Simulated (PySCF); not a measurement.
Correlation energy of Rb⁻ (rubidium, charge -1)

[Kr] 5s2, closed-shell 1S. Computed with PySCF 2.14 in def2-QZVPPD with the def2 core potential (28 electrons) (7s5p4d3f, 63 functions), with a scalar-relativistic core potential. Frozen: 4s2 4p6; 2 electrons correlated.

With two correlated electrons CCSD is exact within the correlated space (frozen core and kept virtual orbitals).

```
level  correlation energy (mhartree)
 CCSD                         -20.89
```

Diagnostics: T1 = 0.030, D1 = 0.0418, largest double amplitude 0.152.

A double-excitation amplitude exceeds 0.15, a sign of near-degeneracy.

Cost of the coupled-cluster step: about 0.4 core-seconds, for 2 correlated electrons.
